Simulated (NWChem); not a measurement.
Molecule: BaHSF; SMILES [F][Ba][SH]

```xyz
4

Ba     0.3253     0.4295     0.0000
F     -1.3676     1.8682     0.0000
S     -0.4236    -2.3797     0.0000
H      0.8690    -2.7882     0.0000
```
Atoms are numbered in this order, from 1.

All runs: NWChem. Medium grid unless said otherwise, to which SCAN and Minnesota functionals are sensitive. All runs use the structure optimised with PBE0/def2-SVP. def2 effective core potentials on Ba; no spin-orbit coupling. Hybrids' shares of exact exchange are those that their runs print; pure functionals count as 0. The functionals differ in more than this share.

| row | share of exact exchange | orbital gap (eV) |
|---|---|---|
| PBE/def2-SVP | 0.00 | 2.43 |
| HCTH/407/def2-SVP | 0.00 | 2.15 |
| B3LYP/def2-SVP | 0.20 | 3.51 |
| B3PW91/def2-SVP | 0.20 | 3.86 |
| M06/def2-SVP | 0.27 | withheld |
| MN15/def2-SVP | 0.44 | 5.42 |

Q: Fit a straight line of the last column on the one before it, predict the withheld value, and compare with the run.

A: 
1. Means of the 5 shown rows: x = 0.168, y = 3.474. Slope Σ(x − x̄)(y − ȳ)/Σ(x − x̄)² = 0.9406/0.1325 = 7.100; intercept 2.281.
2. The shown rows scatter about the line by 0.142 (root mean square); the largest residual is -0.19, at B3LYP/def2-SVP.
3. At x = 0.27 (M06/def2-SVP; inside the shown range) the line gives 4.20.
4. The run gives 2.95, -1.25 from the line, 8.8 times the scatter.
